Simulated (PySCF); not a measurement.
GaH₇OSi₂, SMILES [OH][Ga]([SiH3])[SiH3]. Atoms are numbered in the order given.

```xyz
11

Ga    -0.2593    -0.0016     0.0000
O     -2.0596    -0.1213     0.0000
H     -2.5442     0.7144     0.0000
Si     0.7593    -2.1974     0.0000
H      1.6308    -2.3589    -1.2050
H      1.6308    -2.3589     1.2050
H     -0.2615    -3.2853     0.0000
Si     0.7489     2.2138     0.0000
H      1.6128     2.3913     1.2076
H      1.6128     2.3913    -1.2076
H     -0.2805     3.2986     0.0000
```
Charge 0, spin multiplicity 1.

Coordinates come from a B3LYP-D3(BJ)/def2-SVP optimisation. The structure was generated by enumeration; whether it is a known compound was not checked. Other conformers were not sampled.

Calculation: B3LYP-D3(BJ)/def2-SVP (PySCF 2.14.0).

Frequencies are harmonic and unscaled.

| mode | ν (cm⁻¹) | IR (km/mol) | Raman (Å⁴/amu) | depolarisation | moving atoms (share of kinetic energy) |
|---|---|---|---|---|---|
| 1 | 14 | 0.0 | 0.1 | 0.75 | H 98 % |
| 2 | 37 | 0.1 | 0.0 | – | H 94 % |
| 3 | 73 | 1.7 | 1.9 | 0.60 | Si 53 %, Ga 23 %, H 19 % |
| 4 | 111 | 5.8 | 0.1 | 0.75 | Ga 46 %, O 22 %, H 17 %, Si 16 % |
| 5 | 147 | 15.3 | 1.7 | 0.68 | O 61 %, H 17 %, Si 13 %, Ga 9 % |
| 6 | 284 | 0.4 | 53.6 | 0.20 | Si 80 %, H 9 %, Ga 9 % |
| 7 | 350 | 18.9 | 5.7 | 0.72 | Si 51 %, Ga 38 %, H 11 % |
| 8 | 387 | 48.8 | 4.4 | 0.75 | H 93 % |
| 9 | 453 | 15.3 | 3.6 | 0.75 | H 86 % |
| 10 | 454 | 12.9 | 3.6 | 0.75 | H 84 %, Si 11 % |
| 11 | 478 | 62.4 | 1.1 | 0.75 | H 87 %, Si 9 % |
| 12 | 498 | 10.0 | 16.8 | 0.66 | H 85 %, Si 13 % |
| 13 | 678 | 102.3 | 9.2 | 0.28 | O 79 %, Ga 19 % |
| 14 | 770 | 175.6 | 3.2 | 0.50 | H 91 % |
| 15 | 852 | 494.9 | 5.4 | 0.75 | H 90 %, Si 10 % |
| 16 | 884 | 57.8 | 1.9 | 0.49 | H 91 %, Si 8 % |
| 17 | 942 | 0.3 | 45.6 | 0.75 | H 97 % |
| 18 | 942 | 26.9 | 9.1 | 0.75 | H 98 % |
| 19 | 945 | 50.9 | 40.6 | 0.75 | H 98 % |
| 20 | 945 | 74.7 | 7.6 | 0.75 | H 98 % |
| 21 | 2189 | 125.7 | 50.3 | 0.05 | H 99 % |
| 22 | 2195 | 32.1 | 443.1 | 0.02 | H 98 % |
| 23 | 2199 | 52.5 | 96.2 | 0.75 | H 96 % |
| 24 | 2202 | 104.7 | 164.0 | 0.74 | H 96 % |
| 25 | 2203 | 131.1 | 153.1 | 0.75 | H 96 % |
| 26 | 2221 | 91.0 | 216.0 | 0.41 | H 96 % |
| 27 | 3844 | 56.8 | 150.1 | 0.28 | H 94 % |
